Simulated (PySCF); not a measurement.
SMILES [H]/N=C\C(=C)[Se]C=C, C₅H₇NSe

Geometry:
```
atom   x (Å)   y (Å)   z (Å)
  C1   3.085  -0.197   0.395
  C2   1.784  -0.080   0.189
 Se3   0.710   1.270   0.998
  C4  -1.015   0.547   0.540
  C5  -2.052   1.359   0.332
  C6  -1.133  -0.918   0.534
  N7  -1.919  -1.618  -0.150
  H8   3.664  -0.955  -0.105
  H9   3.617   0.459   1.064
 H10   1.239  -0.726  -0.486
 H11  -1.951   2.431   0.367
 H12  -3.043   0.972   0.156
 H13  -0.458  -1.450   1.203
 H14  -2.528  -1.095  -0.779
```

Level of theory: GIAO mPW1PW91/ANO-RCC-VDZP magnetisability, rotational g tensor and spin-rotation constants, non-relativistic, gas phase (PySCF). Geometry: GFN2-xTB.

The calculation is non-relativistic, which matters for the atoms heavier than Zn.

Problem. What are the magnetisability and the molar susceptibility?

Solution. Isotropic -1127 × 10⁻³⁰ J/T², or -67.8 × 10⁻⁶ cm³/mol; principal values -1357, -1083, -940 × 10⁻³⁰ J/T², anisotropy 367 × 10⁻³⁰ J/T² (root of half the summed squared differences of the principal values). The susceptibility is in cgs units.

Problem. Split it along the inertial axes a, b, c into diamagnetic and paramagnetic parts about the centre of mass, with the quadrupole moment.

Solution. 
```
axis  χ (10⁻⁶ cm³/mol)  diamagnetic (10⁻⁶ cm³/mol)  paramagnetic (10⁻⁶ cm³/mol)  summed x² of all electrons (Å²)  quadrupole Θ (D Å)
   a             -64.1                      -512.7                        448.6                            219.4               +4.35
   b             -64.5                     -1008.5                        944.0                            102.5               -1.27
   c             -75.0                     -1365.5                       1290.5                             18.3               -3.08
```
Anisotropies 2χaa − χbb − χcc = +11.4 and 2χbb − χaa − χcc = +10.1 × 10⁻⁶ cm³/mol. Θ is traceless in Buckingham's convention.

Problem. And the rotational g tensor?

Solution. 
| axis | rotational constant (GHz) | g | nuclear part | electronic part |
| --- | --- | --- | --- | --- |
| a | 2.8712 | -0.0472 | 0.5579 | -0.6052 |
| b | 1.2947 | -0.0190 | 0.5552 | -0.5742 |
| c | 0.9245 | -0.0086 | 0.5520 | -0.5605 |

Asymmetric top; isotopes 12C, 1H, 14N, 80Se; no vibrational averaging.
